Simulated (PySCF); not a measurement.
C5H4F2O, SMILES C=C=C1CC(F)(F)O1.

Geometry optimised at B3LYP-D3(BJ)/def2-SVP. This is a generated structure with no PubChem entry under its InChIKey; it may be hypothetical.

Level of theory: PBE/def2-TZVP (PySCF).

Symmetry labels are those of the subgroup Cs that the program uses (full group Cs).

Computed valence orbital energies around the gap with their symmetry:
```tsv
orbital	symmetry	energy (eV)
HOMO−7	A'	-10.62
HOMO−6	A"	-10.60
HOMO−5	A"	-9.72
HOMO−4	A'	-9.64
HOMO−3	A"	-8.99
HOMO−2	A'	-8.40
HOMO−1	A'	-7.14
HOMO	A"	-5.91
LUMO	A'	-1.83
LUMO+1	A"	-0.68
LUMO+2	A'	0.66
LUMO+3	A'	0.98
```
